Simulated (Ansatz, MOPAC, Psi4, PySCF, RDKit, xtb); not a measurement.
Two geometries of C6H8GeO, SMILES c1cc(cc[c]1[GeH3])O, relaxed at B3LYP-D3(BJ)/def2-SVP with one dihedral held; other torsions can differ between them too.

Structure A

```
16

O     -3.3564     0.0319     0.1279
C     -1.9813     0.0405     0.1489
C     -1.2793    -0.6577     1.1401
C      0.1154    -0.6907     1.1156
C      0.8371    -0.0458     0.0961
Ge     2.7900    -0.1112     0.0548
C      0.1169     0.6355    -0.8988
C     -1.2793     0.6811    -0.8770
H     -3.6908     0.6082     0.8277
H     -1.8408    -1.1763     1.9210
H      0.6428    -1.2377     1.9028
H      3.3737     0.3407     1.4116
H      3.2882    -1.5467    -0.2252
H      3.2962     0.8257    -1.0616
H      0.6487     1.1445    -1.7076
H     -1.8436     1.2060    -1.6507
```

Structure B

```
16

O      3.3381    -0.0690     0.1694
C      1.9766     0.0358     0.1474
C      1.3235     1.2566     0.3708
C     -0.0665     1.3307     0.2790
C     -0.8352     0.2052    -0.0627
Ge    -2.7806     0.3155    -0.1921
C     -0.1615    -1.0026    -0.3091
C      1.2275    -1.0923    -0.2051
H      3.6862     0.4097     0.9331
H      1.9123     2.1459     0.6122
H     -0.5519     2.2935     0.4645
H     -3.1975     1.4610    -1.1401
H     -3.4127     0.5894     1.1909
H     -3.3194    -1.0237    -0.7351
H     -0.7266    -1.8976    -0.5840
H      1.7527    -2.0306    -0.3936
```

Question: Which is lower in energy at the level CCSD(T) on RHF/cc-pVDZ, cores with 3d frozen // B3LYP-D3(BJ)/def2-SVP (Ansatz, a first-principles code), and by how much?

Answer: B is lower, by 1.73 kcal/mol (dihedral H9–O1–C2–C3: 75° in A, 45° in B).

E(B) − E(A) in kcal/mol at the other levels, on the same two geometries: B3LYP/def2-TZVP // B3LYP-D3(BJ)/def2-SVP (Psi4) -1.88; B3LYP-D3(BJ)/def2-TZVP // B3LYP-D3(BJ)/def2-SVP (Psi4) -1.89; PBE/def2-TZVP // B3LYP-D3(BJ)/def2-SVP (Psi4) -2.26; PBE-D3(BJ)/def2-TZVP // B3LYP-D3(BJ)/def2-SVP (Psi4) -2.26; M06-2X/def2-TZVP // B3LYP-D3(BJ)/def2-SVP (Psi4) -1.72; RHF/cc-pVDZ // B3LYP-D3(BJ)/def2-SVP (Ansatz) -1.32; MP2 on RHF/cc-pVDZ, cores with 3d frozen // B3LYP-D3(BJ)/def2-SVP (Ansatz) -1.82; CCSD on RHF/cc-pVDZ, cores with 3d frozen // B3LYP-D3(BJ)/def2-SVP (Ansatz) -1.64; RHF/cc-pVTZ // B3LYP-D3(BJ)/def2-SVP (Ansatz) -1.30; MP2 on RHF/cc-pVTZ, cores with 3d frozen // B3LYP-D3(BJ)/def2-SVP (Ansatz) -1.72; UFF // B3LYP-D3(BJ)/def2-SVP (RDKit) -3.39; AM1, restricted, heats of formation // B3LYP-D3(BJ)/def2-SVP (MOPAC) -1.06; PM6, restricted, heats of formation // B3LYP-D3(BJ)/def2-SVP (MOPAC) -1.47; GFN1-xTB // B3LYP-D3(BJ)/def2-SVP (xtb) -2.02; restricted B3LYP/6-31G*, spherical d, density fitting // B3LYP-D3(BJ)/def2-SVP (PySCF) -2.03; restricted Hartree-Fock/STO-3G // B3LYP-D3(BJ)/def2-SVP (PySCF) -1.99; restricted Hartree-Fock/LANL2DZ, with its core potentials past Ne // B3LYP-D3(BJ)/def2-SVP (PySCF) -0.87.
